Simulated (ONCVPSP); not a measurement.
## Before and after: ONCV potential for Gd

- Element: gadolinium
- Generator: ONCVPSP 4.0.1
- Type: optimised norm-conserving Vanderbilt (ONCV)
- Functional: PBEsol
- Relativity: fully relativistic
- Frozen core: [Kr] 4d10
- Valence charge: 18
- Reference configuration: 4f7 5s2 5p6 5d1.5 6s1.5
- Partial waves: 5s+6s: rc 2.60 bohr, ncon 4, nbas 9, qcut 6.1 1/bohr, 2 projectors; 5p: rc 2.15 bohr, ncon 3, nbas 7, qcut 5.9 1/bohr, 2 projectors, debl 1.5 Ha; 5d: rc 3.65 bohr, ncon 4, nbas 9, qcut 3.8 1/bohr, 2 projectors, debl 2.8 Ha; 4f: rc 1.45 bohr, ncon 4, nbas 9, qcut 10.7 1/bohr, 3 projectors, debl 1.9 Ha
- Local potential: polynomial inside 1.25 bohr (lpopt 5, dvloc0 2 Ha)
- Core correction: Teter function, fcfact 3.5, rcfact 1.35

Open shells are filled in proportion to 2j + 1.

Change: all radii but the core radius scaled by about 1.08 (s 2.82, p 2.32, d 3.94, f 1.56 bohr); local potential polynomial inside 1.36 bohr (lpopt 5, dvloc0 2 Ha).

Cutoffs: the cutoffs (Ha) at which the residual kinetic energy of the hardest occupied pseudo-wave falls to 1 and 0.1 mHa per electron; they do not see the model core or the augmentation charge, which bear on the density cutoff. Errors are all-electron minus pseudo energies relative to the spin-unpolarised reference configuration.

Question: What does the change do?

Answer: The potential gets softer (54 Ha and 106 Ha → 50 Ha and 55 Ha); of the 4 tests that both files solve, the error grows in 3 and shrinks in 0 by more than 15 % and 0.3 meV (median size 4.9 → 6.1 meV); neither file shows a bound ghost. A larger radius leaves more room for a smooth pseudo-wave, so fewer plane waves are needed. More of the atom is replaced by a form fitted at one configuration, so other configurations suffer.

| quantity | base | changed |
| --- | --- | --- |
| cutoff, loose | 54 Ha | 50 Ha |
| cutoff, tight | 106 Ha | 55 Ha |
| loose cutoff by channel | s 8.9 Ha, p 7.4 Ha, d 5.3 Ha, f 54 Ha | s 7.3 Ha, p 7.9 Ha, d 5.0 Ha, f 50 Ha |
| bound ghosts | none | none |
| GHOST(+) flags under 300 eV | s at 32.6 eV | s at 52.8 eV |
| error for 4f7 5s2 5p6 5d1 6s2, meV [ΔE -0.84 eV] | +4.6 | +6.6 |
| error for 4f7 5s2 5p6 5d1 6s1, meV [ΔE 5.83 eV] | +3.2 | +5.7 |
| error for 4f7 5s2 5p6 5d1 6s0, meV [ΔE 17.88 eV] | -5.4 | -5.6 |
| error for 4f7 5s2 5p6 5d1 6s0 6p2, meV [ΔE 5.05 eV] | +5.1 | +8.2 |
| rms error of d²Exc/dni dnj with the model core, mHa | 4.27 | 4.34 |

Base: These tests converged, but a pseudo level misses the all-electron one widely, so the file describes the atom poorly there or has found another state: 4f7 5s2 5p6 5d1 6s0 6p2: empty 6s by 9.4 eV. Changed file: These tests converged, but a pseudo level misses the all-electron one widely, so the file describes the atom poorly there or has found another state: 4f7 5s2 5p6 5d1 6s0 6p2: empty 6s by 9.4 eV.
